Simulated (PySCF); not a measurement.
Shifts of the heteroatoms

Mapped SMILES: `[CH3:1][C:2]([CH3:3])([CH3:4])[C:5](=[O:6])[CH2:7][SiH2:8][OH:9]`; H(Xn) means a hydrogen on atom n.

- GIAO PBE0/pcSseg-1 shieldings
- GFN2-xTB structure
- run in PySCF 2.14.0 with density-fitted response routines
- rapidly exchanging positions averaged, one conformer, no solvent, non-relativistic

Q: Predict the 29Si NMR data.

A: 
| atoms | environment | σ (ppm) | δ (ppm) |
| --- | --- | --- | --- |
| Si8 | silicon bonded to C, O, 2 H | 379.4 | -31.9 |

Shieldings were converted by a linear fit to measured shifts: 29Si: δ = 279.94 − 0.822σ (rms 8.9 ppm, 72 shifts, 25.8 ppm with the 6 outliers that the fit left out vs TMS, solution or neat liquid). Occasional misses reach two or three times the rms, and more in compound classes unlike the fitted ones.

On a 400 MHz spectrometer 29Si resonates near 79.5 MHz, so 1 ppm is 79.5 Hz.

Q: What are the 17O shifts?

A: 
| atoms | environment | σ (ppm) | δ (ppm) |
| --- | --- | --- | --- |
| O6 | ketone oxygen | -284.8 | 526.2 |
| O9 | oxygen bonded to Si, H | 323.7 | -28.1 |

Shieldings were converted by a linear fit to measured shifts: 17O: δ = 266.70 − 0.911σ (rms 10.7 ppm, 155 shifts, 12.2 ppm with the 3 outliers that the fit left out vs liquid water, solution or neat liquid). A few per cent of atoms miss by over 2 rms, more outside the fitted compound classes.

On a 400 MHz spectrometer 17O resonates near 54.2 MHz, so 1 ppm is 54.2 Hz.
